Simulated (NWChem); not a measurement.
Molecule: GaH, singlet; SMILES [GaH]

```xyz
2

Ga     0.0000     0.0000    -0.0517
H      0.0000     0.0000    -1.7341
```
Atoms are numbered in this order, from 1.

All runs: NWChem. Low-valent species are run as closed-shell singlets; no triplet was tried in these runs. Coordinates come from a PBE0/def2-SVP optimisation. GIAO values for the isolated, static molecule; σ is the absolute isotropic shielding.

Problem. Taking PBE0/pcSseg-2 as the yardstick, which of these has the fewest basis functions while keeping “σ H2 (ppm)” within 0.2 ppm of it: PBE0/cc-pVTZ; PBE0/pcSseg-1; PBE0/cc-pVDZ?

Solution. PBE0/pcSseg-1.
| level | basis functions | σ H2 (ppm) |
|---|---|---|
| PBE0/cc-pVDZ | 32 | 21.25 |
| PBE0/pcSseg-1 | 46 | 21.74 |
| PBE0/cc-pVTZ | 57 | 21.70 |
| PBE0/pcSseg-2 | 77 | 21.62 |

The yardstick is one finite set, not the basis-set limit.
